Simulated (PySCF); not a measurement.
# Gallium: highly charged ions in a basis for the neutral atom

Ga¹⁴⁺ [Ne] 3s2 3p5, Ga¹⁵⁺ [Ne] 3s2 3p4. Computed with PySCF 2.14 in pcseg-2 (6s5p3d1f, 43 functions), with no relativity, point nucleus. No spin-orbit coupling, so a gap to NIST mixes the basis error with missing relativistic terms.

Changed run: basis of the neutral atom used for a highly charged ion. This setting is unsound on purpose.

| species | method | sound run (hartree) | changed run (hartree) | converged |
| --- | --- | --- | --- | --- |
| Ga¹⁴⁺ | UHF | not run | -1829.84414 | yes |
| Ga¹⁴⁺ | BP86 | not run | -1830.78005 | yes |
| Ga¹⁴⁺ | B3LYP | not run | -1830.57488 | yes |
| Ga¹⁵⁺ | UHF | not run | -1811.18514 | yes |
| Ga¹⁵⁺ | BP86 | not run | -1812.04778 | yes |
| Ga¹⁵⁺ | B3LYP | not run | -1811.84895 | yes |

Ionisation energy of Ga¹⁴⁺:

```tsv
method	changed run (eV)	NIST (eV)
UHF	507.74	508.8 ± 0.4
BP86	509.73	508.8 ± 0.4
B3LYP	509.56	508.8 ± 0.4
```

The contracted functions were made for the neutral atom and can be too rigid for a highly charged ion.
